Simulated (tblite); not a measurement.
C6H9NSi.
Numbering: `[CH:1]#[C:2]/[C:3](=[N:4]\[SiH3:5])[CH:6]1[CH2:7][CH2:8]1` (hydrogens: H9 on C1; H10, H11, H12 on Si5; H13 on C6; H14, H15 on C7; H16, H17 on C8)

Computed with GFN2-xTB (tblite), gas phase: Langevin dynamics at 400 K from the optimised GFN2-xTB geometry, time step 0.5 fs, friction 0.01 fs⁻¹, 2000 steps. The instantaneous temperature is 2·E(kin)/(3Nk) with all 3N coordinates.

```csv
t (fs),T (K),E(pot) above start (eV),C1≡C2 (Å),C2–C3 (Å),C3=N4 (Å),N4–Si5 (Å),C3–C6 (Å),C1–H9 (Å),C2–C3–C6–C7 (°)
0,345,0.000,1.201,1.428,1.264,1.711,1.474,1.051,-34
25,251,0.580,1.199,1.461,1.259,1.695,1.468,1.088,-41
50,302,0.581,1.215,1.450,1.280,1.706,1.470,1.048,-37
75,349,0.427,1.190,1.417,1.265,1.695,1.452,1.094,-26
100,268,0.546,1.209,1.441,1.247,1.768,1.489,1.029,-35
125,375,0.569,1.219,1.414,1.268,1.692,1.497,1.073,-31
150,286,0.620,1.210,1.436,1.321,1.705,1.533,1.053,-17
175,307,0.444,1.187,1.423,1.274,1.718,1.461,1.063,-26
200,318,0.467,1.210,1.424,1.238,1.709,1.511,1.066,-21
225,296,0.696,1.207,1.423,1.282,1.745,1.503,1.032,-36
250,324,0.563,1.190,1.395,1.289,1.707,1.484,1.084,-23
275,309,0.667,1.206,1.462,1.270,1.700,1.484,1.050,-51
300,299,0.599,1.204,1.394,1.238,1.713,1.440,1.063,-43
325,213,0.880,1.210,1.484,1.285,1.764,1.472,1.033,-46
350,260,0.649,1.193,1.402,1.251,1.687,1.406,1.058,-50
375,238,0.820,1.199,1.525,1.231,1.788,1.430,1.032,-49
400,261,0.728,1.231,1.421,1.264,1.674,1.438,1.070,-46
425,282,0.730,1.199,1.504,1.297,1.745,1.408,1.060,-39
450,302,0.812,1.203,1.435,1.222,1.696,1.436,1.036,-34
475,316,0.826,1.224,1.475,1.265,1.749,1.472,1.056,-31
500,363,0.910,1.167,1.405,1.288,1.673,1.464,1.069,-38
525,434,0.744,1.224,1.437,1.274,1.777,1.471,1.027,-30
550,433,0.820,1.215,1.426,1.236,1.678,1.460,1.076,-32
575,388,1.030,1.200,1.471,1.301,1.762,1.481,1.013,-18
600,425,0.969,1.209,1.363,1.275,1.682,1.428,1.091,-26
625,491,0.835,1.197,1.462,1.254,1.745,1.457,1.027,-8
650,431,0.898,1.212,1.428,1.236,1.743,1.436,1.078,-24
675,474,0.676,1.222,1.437,1.261,1.674,1.446,1.043,-28
700,400,0.646,1.198,1.417,1.296,1.753,1.450,1.072,-23
725,407,0.716,1.212,1.422,1.288,1.707,1.487,1.030,-26
750,421,0.769,1.198,1.497,1.269,1.675,1.520,1.072,-27
775,393,0.790,1.210,1.414,1.255,1.778,1.476,1.021,-43
800,415,0.800,1.202,1.379,1.268,1.734,1.484,1.091,-31
825,341,0.792,1.199,1.471,1.267,1.679,1.527,1.026,-35
850,372,0.850,1.209,1.421,1.327,1.674,1.465,1.092,-31
875,524,0.758,1.212,1.407,1.255,1.674,1.496,1.020,-13
900,524,0.784,1.213,1.461,1.231,1.767,1.508,1.074,-22
925,426,0.629,1.205,1.438,1.278,1.714,1.479,1.058,-21
950,384,0.590,1.197,1.426,1.294,1.676,1.482,1.065,-30
975,374,0.537,1.208,1.417,1.287,1.707,1.490,1.022,-20
1000,351,0.543,1.191,1.416,1.267,1.735,1.521,1.076,-39
```

Q: From 500 fs on, how do temperature and potential energy compare with equipartition?

A: The mean temperature of these 21 frames is 418 K against the target 400 K, and the mean potential energy 0.77 eV against 45 × kT/2 = 0.78 eV for 45 classical harmonic modes. For 17 atoms in a canonical ensemble the temperature itself scatters by T·√(2/(3N)) = 79 K; here its standard deviation is 50 K. The whole run lasts only 10 friction times of 100 fs, so these averages carry a wide statistical error.

Q: What are the kinetic and total energies of the listed frame with the highest potential energy?

A: The one at 575 fs, 1.030 eV above the start. Its kinetic energy is 3NkT/2 = 0.853 eV at 388 K, so the sum is 1.88 eV; over the listed frames the sum runs from 0.76 to 1.94 eV, since the thermostat adds and removes energy.

Q: How much do the listed bonds fluctuate from 500 fs on?

A: 
```
  bond  at the start (Å)  mean (Å)  standard deviation (Å)
 C1≡C2             1.201     1.205                   0.012
 C2–C3             1.428     1.429                   0.030
 C3=N4             1.264     1.272                   0.023
N4–Si5             1.711     1.715                   0.038
 C3–C6             1.474     1.478                   0.027
 C1–H9             1.051     1.054                   0.027
```

The motion is classical and holds no zero-point motion.

What follows is the cost of the whole dynamics run. Time: 74 s wall, 50 s CPU; peak memory 0.19 GiB. Hardware: one thread of an AMD EPYC, on a shared host.
